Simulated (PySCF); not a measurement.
# Predicted spectroscopic data

No solvent, one computed conformer, fast rotation and ring inversion assumed for equivalent nuclei, no relativistic terms. Shielding tensors at PBE0/pcSseg-1 (GIAO); geometry from GFN2-xTB; PySCF.

Chemical shifts δ = σref − σ; 1H (31.72 ppm) and 13C (186.93 ppm) vs TMS, all at this level. Splittings of carbon signals by F and P are missing where no couplings were computed. Where no couplings were computed, multiplicities follow the n + 1 count of equivalent neighbours, and m marks all less simple cases (inequivalent or close neighbours, rings, F or P nearby). Shifts are as computed. Against solution values, carbons near 30 ppm lie about +3 ppm off and those near 130 ppm about +5 ppm. Of 1211 compounds with measured shifts, 218 miss one by over three times the rms of a fit or turn the order of signals round; such compounds aren't used in these exercises.

Compound 1 (C4H8F2Si). 1H NMR (600 MHz, computed): δ 6.30 (br s, 1H), 6.02 (br s, 1H), 5.90 (m, 1H), 4.22 (s, 3H), 2.85 (m, 2H). 13C{1H} NMR (computed): δ 146.7 (C), 141.3 (CH2), 125.9 (CH), 51.3 (CH2). Structure: `InChI=1S/C4H8F2Si/c1-3(7)2-4(5)6/h4H,1-2H2,7H3`.

Compound 2 (C4H7F3O3). 1H NMR (600 MHz, computed): δ 6.75 (m, 1H), 3.90 (s, 6H). 13C{1H} NMR (computed): δ 130.1 (C), 121.3 (CH), 55.6 (CH3). Structure: `COC(F)(OC)OC(F)F`.
